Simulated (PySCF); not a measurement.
A geometry optimisation, step by step.

C6H14O2S2.
Numbering: `[CH3:1][CH2:2][C@@H:3]([CH3:4])[S:5][CH2:6][S:7]([CH3:8])(=[O:9])=[O:10]` (hydrogens: H11, H12, H13 on C1; H14, H15 on C2; H16 on C3; H17, H18, H19 on C4; H20, H21 on C6; H22, H23, H24 on C8)

Computed by this run: PBE0-D3(BJ)/def2-SVP geometry optimisation, gas phase in PySCF 2.14.0; density fitting, grid level 1; the optimiser is geomeTRIC in internal coordinates, started from a GFN2-xTB structure with every atom displaced at random (about 0.01 Å). 4 of its 13 geometries are shown. The frame can shift and turn from step to step; on so coarse a grid that alone can change the energy by a few meV, and forces under 0.02 eV/Å are noise.

Step 0: E = -32180.0440 eV, largest atomic force 2.770 eV/Å
```
atom  x, y, z in Å  |  force x, y, z in eV/Å
C1     -2.599   -1.286    0.552   -1.987   1.850   0.165
C2     -2.454    0.125   -0.055    0.511  -1.002   0.215
C3     -1.036    0.410   -0.497    0.555   1.019   0.618
C4     -0.834    1.755   -1.192   -2.634  -0.483   0.709
S5      0.100    0.385    0.975   -0.405   0.243   0.263
C6      1.094   -1.059    0.661   -0.050   0.780  -0.760
S7      2.328   -0.730   -0.663   -0.520   1.180   1.537
C8      3.243    0.729   -0.080   -1.201  -0.807   0.175
O9      3.210   -1.847   -0.700    1.792  -2.011   0.091
O10     1.612   -0.381   -1.857   -1.054   0.717  -1.531
H11    -2.334   -2.030   -0.159    0.430  -1.073  -0.859
H12    -2.006   -1.365    1.451    0.377  -0.192   0.551
H13    -3.686   -1.417    0.811    0.819  -0.182  -0.025
H14    -3.110    0.229   -0.923   -0.241   0.048  -0.288
H15    -2.760    0.872    0.676   -0.197   0.358   0.280
H16    -0.645   -0.365   -1.132    0.162  -0.635  -0.602
H17    -1.090    2.581   -0.509    0.085   0.025  -0.048
H18     0.139    1.868   -1.555    1.951   0.150  -0.697
H19    -1.550    1.796   -2.033    0.165   0.148  -0.032
H20     1.640   -1.301    1.561    0.367  -0.273   0.549
H21     0.472   -1.907    0.343    0.256  -0.162  -0.163
H22     3.820    0.403    0.775    0.352   0.009   0.460
H23     2.516    1.504    0.156   -0.156   0.209   0.211
H24     3.865    1.050   -0.890    0.622   0.083  -0.819
```

Step 4: E = -32180.3915 eV, largest atomic force 0.042 eV/Å
```
atom  x, y, z in Å  |  force x, y, z in eV/Å
C1     -2.553   -1.352    0.572   -0.013   0.015   0.007
C2     -2.459    0.057    0.016    0.005  -0.007  -0.011
C3     -1.060    0.457   -0.440   -0.005   0.004   0.010
C4     -1.019    1.798   -1.151   -0.039  -0.007   0.012
S5      0.096    0.510    0.999    0.011   0.009  -0.006
C6      1.144   -0.909    0.696   -0.013  -0.005   0.006
S7      2.329   -0.743   -0.663    0.015  -0.003  -0.003
C8      3.291    0.696   -0.241   -0.012  -0.001   0.020
O9      3.190   -1.921   -0.611   -0.003  -0.004   0.004
O10     1.582   -0.431   -1.884   -0.022  -0.006   0.008
H11    -2.241   -2.097   -0.177    0.002  -0.011  -0.014
H12    -1.907   -1.468    1.456   -0.001   0.005   0.010
H13    -3.582   -1.595    0.875    0.005  -0.002   0.003
H14    -3.129    0.161   -0.855   -0.003  -0.004  -0.005
H15    -2.819    0.787    0.763    0.003   0.005   0.001
H16    -0.647   -0.307   -1.116    0.014  -0.001  -0.012
H17    -1.297    2.623   -0.477   -0.001  -0.001  -0.007
H18    -0.014    1.988   -1.549    0.039   0.005  -0.013
H19    -1.727    1.797   -1.995    0.001   0.005   0.004
H20     1.733   -1.114    1.602    0.006  -0.002   0.003
H21     0.583   -1.820    0.434   -0.010   0.000   0.001
H22     3.915    0.466    0.631    0.003   0.007   0.002
H23     2.609    1.533   -0.048    0.006   0.000  -0.008
H24     3.913    0.890   -1.125    0.013  -0.001  -0.010
```

Step 8: E = -32180.3952 eV, largest atomic force 0.046 eV/Å
```
atom  x, y, z in Å  |  force x, y, z in eV/Å
C1     -2.488   -1.331    0.492    0.009  -0.015  -0.001
C2     -2.431    0.081   -0.063    0.000  -0.004   0.008
C3     -1.036    0.535   -0.477   -0.002  -0.013  -0.002
C4     -1.027    1.888   -1.169    0.033   0.021  -0.008
S5      0.088    0.625    0.985    0.012   0.019  -0.020
C6      1.068   -0.860    0.795   -0.007  -0.016   0.024
S7      2.275   -0.854   -0.553   -0.016   0.009  -0.002
C8      3.308    0.562   -0.236    0.014   0.005  -0.013
O9      3.070   -2.068   -0.395    0.008   0.003  -0.006
O10     1.556   -0.600   -1.803    0.011  -0.002  -0.001
H11    -2.123   -2.065   -0.246   -0.002   0.012   0.018
H12    -1.869   -1.419    1.399   -0.006   0.000  -0.006
H13    -3.515   -1.616    0.764   -0.001   0.008  -0.010
H14    -3.079    0.158   -0.955    0.002  -0.004  -0.001
H15    -2.839    0.795    0.674   -0.002   0.003  -0.011
H16    -0.574   -0.203   -1.150   -0.002   0.014  -0.005
H17    -1.350    2.694   -0.491    0.004  -0.005   0.001
H18    -0.019    2.126   -1.541   -0.042  -0.016   0.011
H19    -1.717    1.876   -2.027    0.003  -0.008  -0.007
H20     1.635   -1.034    1.721   -0.009   0.001   0.003
H21     0.464   -1.757    0.584    0.012   0.000   0.003
H22     3.909    0.381    0.664   -0.009  -0.006   0.007
H23     2.671    1.449   -0.134   -0.002   0.001   0.004
H24     3.953    0.642   -1.122   -0.008  -0.005   0.015
```

Step 12: E = -32180.3983 eV, largest atomic force under 0.02 eV/Å
```
atom  x, y, z in Å  |  force x, y, z in eV/Å
C1     -2.512   -1.293    0.494   -0.002   0.006   0.003
C2     -2.436    0.083   -0.142   -0.002   0.002  -0.004
C3     -1.032    0.525   -0.538    0.005   0.007  -0.003
C4     -1.009    1.860   -1.262   -0.010  -0.011   0.001
S5      0.065    0.654    0.941   -0.006  -0.012   0.010
C6      1.032   -0.848    0.810    0.006   0.012  -0.010
S7      2.290   -0.849   -0.491   -0.001  -0.005   0.003
C8      3.336    0.540   -0.105   -0.006  -0.004   0.006
O9      3.062   -2.077   -0.322   -0.008   0.002   0.005
O10     1.626   -0.565   -1.766    0.001   0.004   0.004
H11    -2.108   -2.068   -0.178    0.003  -0.005  -0.005
H12    -1.940   -1.323    1.434    0.002   0.000   0.001
H13    -3.551   -1.567    0.728    0.000  -0.004   0.001
H14    -3.053    0.104   -1.058    0.001  -0.001  -0.002
H15    -2.872    0.838    0.535   -0.001  -0.002   0.001
H16    -0.555   -0.227   -1.185   -0.001  -0.006   0.002
H17    -1.342    2.683   -0.609   -0.001   0.002  -0.004
H18     0.004    2.085   -1.623    0.013   0.003  -0.005
H19    -1.685    1.827   -2.132   -0.002   0.001   0.000
H20     1.558   -1.024    1.760    0.005   0.004   0.000
H21     0.426   -1.738    0.579   -0.001  -0.003   0.003
H22     3.879    0.332    0.825    0.002   0.006   0.000
H23     2.715    1.442   -0.026   -0.001   0.002  -0.004
H24     4.031    0.613   -0.952    0.003   0.002  -0.003
```

Question: Summarise the path.

Answer: The energy falls by 8.17 kcal/mol from step 0 to step 12; nine tenths of that is first reached at step 1. It falls at every step. The largest force goes from 2.770 to under 0.02 eV/Å. Among the bonds C4–H18 changes most, from 1.045 to 1.098 Å; the atoms move by 0.224 Å rms after alignment.

Question: Follow the three bonds and two angles with the largest change from start to end.

Answer: 
```csv
step,E above end (kcal/mol),largest force (eV/Å),C4–H18 (Å),C1–H11 (Å),S7–C8 (Å),S7–C6–H21 (°),S5–C6–S7 (°)
0,8.17,2.770,1.045,1.062,1.818,108.0,110.9
1,0.65,0.658,1.114,1.110,1.782,102.1,117.0
2,0.23,0.249,1.101,1.103,1.782,103.3,115.6
3,0.21,0.095,1.096,1.101,1.781,103.6,116.0
4,0.16,0.042,1.097,1.102,1.781,103.3,116.0
5,0.14,0.031,1.098,1.102,1.782,103.2,116.0
6,0.12,0.058,1.099,1.103,1.782,103.2,116.1
7,0.10,0.054,1.100,1.103,1.782,103.1,116.2
8,0.07,0.046,1.100,1.103,1.781,103.1,116.2
9,0.04,0.049,1.100,1.103,1.780,103.1,116.0
10,0.03,0.069,1.099,1.102,1.780,103.2,115.7
11,0.01,under 0.02,1.098,1.102,1.781,103.3,115.4
12,0.00,under 0.02,1.098,1.102,1.781,103.4,115.4
```

The cost below is that of the whole optimisation. Time: 12 min wall; peak memory 1.0 GiB. Hardware: AMD EPYC, one thread, on a shared host.
